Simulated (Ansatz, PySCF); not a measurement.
Gas-phase reaction (SMILES): C=C([SiH2]Cl)[SiH2]Cl + 2 C (CH4) + 2 [SiH4] (SiH4) -> C=C (C2H4) [ethene] + 2 C[SiH3] + 2 [SiH3]Cl; bond separation energy.

Each molecule is optimised on its own at B3LYP-D3(BJ)/def2-TZVP (Ansatz, an electronic-structure program), one conformer each, not searched for the lowest. Valence correlation only, unless marked. No spin-orbit coupling. No relativistic terms. Basis-set limits of correlation are two-point, X^-3; Hartree-Fock from the larger set. The bracket is a focal-point correction in the basis named. Thermal terms are rigid-rotor harmonic-oscillator values from B3LYP-D3(BJ) frequencies (PySCF) at 298.15 K and 1 atm. 1 Eh = 627.5095 kcal/mol.

| species | E, RI-MP2/CBS(cc-pV(T+d)Z,cc-pV(Q+d)Z)+[CCSD(T)-MP2]/cc-pV(T+d)Z (Ansatz) (Eh) | E, wB97M-V/def2-TZVPD (Ansatz) (Eh) | H - E (Eh) |
|---|---|---|---|
| C=C([SiH2]Cl)[SiH2]Cl | -1577.50477 | -1579.24252 | 0.08081 |
| C (CH4) | -40.46125 | -40.49098 | 0.04840 |
| C=C (C2H4) | -78.47961 | -78.56640 | 0.05494 |
| C[SiH3] | -330.73641 | -331.16515 | 0.06602 |
| [SiH3]Cl | -750.69114 | -751.50256 | 0.03058 |
| [SiH4] (SiH4) | -291.46100 | -291.84546 | 0.03520 |

Question: Work out ΔE and ΔH at 298.15 K at the first level, then ΔH at the second.

Answer: 
1. ΔE = [(-78.47961) + 2×(-330.73641) + 2×(-750.69114)] - [(-1577.50477) + 2×(-40.46125) + 2×(-291.46100)] = 0.01456 Eh = 9.1 kcal/mol at RI-MP2/CBS(cc-pV(T+d)Z,cc-pV(Q+d)Z)+[CCSD(T)-MP2]/cc-pV(T+d)Z.
2. The terms H - E add up to 0.00013 Eh, so ΔH = (0.01456 + (0.00013))×627.5095 = 9.2 kcal/mol.
3. At wB97M-V/def2-TZVPD the same steps give ΔE = 8.5 and ΔH = 8.6 kcal/mol, a shift of -0.6 from the first level.
4. These values are not checked against measurement here, since the tables used lack a sound gas-phase enthalpy of formation for at least one species.
